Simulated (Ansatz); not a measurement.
The cluster Li₆H₆. Charge 0, multiplicity 3. Geometry r2SCAN-D4/def2-TZVPD, that of the charge -1 doublet.

Cartesian coordinates in Å:
```
Li 1.1087 -0.7962 0.2495
Li 0.5761 1.3172 1.6397
Li -0.5772 -1.3137 -1.6379
Li -0.9028 -0.6663 1.8660
Li -1.1087 0.7988 -0.2503
Li 0.9011 0.6698 -1.8694
H -0.9128 0.4391 -2.0835
H -1.2538 1.1182 1.5950
H -0.8477 -1.1405 0.1315
H 1.2556 -1.1193 -1.5931
H 0.8472 1.1345 -0.1304
H 0.9142 -0.4417 2.0829
```

At PBE0-D4/def2-TZVPD a singlet of charge 0 lies 4.49 eV below the triplet at the same geometry. The structure comes from a short search, and lower isomers may exist.

(1) Estimate the α-spin orbital energies around the gap (eV) in Ansatz with PBE-D4/def2-TZVPD, r2SCAN-D4/def2-TZVPD, PBE0-D4/def2-TZVPD.

## Answers

(1) 
| orbital | PBE-D4/def2-TZVPD | r2SCAN-D4/def2-TZVPD | PBE0-D4/def2-TZVPD |
| --- | --- | --- | --- |
| HOMO−5 | -7.76 | -8.15 | -9.17 |
| HOMO−4 | -7.50 | -7.92 | -8.94 |
| HOMO−3 | -6.69 | -7.03 | -7.95 |
| HOMO−2 | -6.68 | -7.03 | -7.94 |
| HOMO−1 | -6.56 | -6.94 | -7.84 |
| HOMO | -2.03 | -2.00 | -2.30 |
| LUMO | -1.46 | -1.40 | -1.10 |
| LUMO+1 | -1.40 | -1.21 | -0.97 |
| LUMO+2 | -1.34 | -1.17 | -0.82 |
| LUMO+3 | -1.12 | -0.90 | -0.56 |
| LUMO+4 | -0.90 | -0.61 | -0.40 |
| LUMO+5 | -0.52 | -0.24 | -0.17 |
| β HOMO | -6.29 | -6.50 | -7.30 |
| β LUMO | -6.00 | -6.12 | -5.71 |
